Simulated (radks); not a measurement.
Values are calculated unless marked as measured or tabulated.
Question: All-electron atom: the terbium ion Tb7.8+ in [Kr] 4d10 4f(5/2: 6, 7/2: 0.2) 5s2 5p3 (fractional occupations, a model configuration). Code: a radial shooting solver on a logarithmic mesh with Libxc functionals. Model: Dirac Kohn-Sham, BLYP, spin-unpolarised, spherical densities, point nucleus; open shells fill j = l - 1/2 first.

Spin-orbit splittings of the eigenvalues, e(l+1/2) - e(l-1/2), with zeta = 2 splitting/(2l+1) and mean radii in bohr:

| shell | occ. | splitting (eV) | zeta (eV) | <r> j=l-1/2 | <r> j=l+1/2 |
|---|---|---|---|---|---|
| 2p | 6 | ? | ? | 0.07589 | 0.08284 |
| 3p | 6 | 154.1 | 102.8 | 0.2286 | 0.2418 |
| 3d | 10 | 33.62 | 13.45 | 0.2141 | 0.2182 |
| 4p | 6 | 34.89 | 23.26 | 0.5492 | 0.5783 |
| 4d | 10 | 6.410 | 2.564 | 0.6075 | 0.6174 |
| 4f | 6.2 | 1.009 | 0.2884 | 0.7215 | 0.7275 |
| 5p | 3 | 6.679 | 4.453 | 1.288 | 1.347 |

Estimate the 2p splitting.

Answer: 746.8 eV (zeta = 497.9 eV).
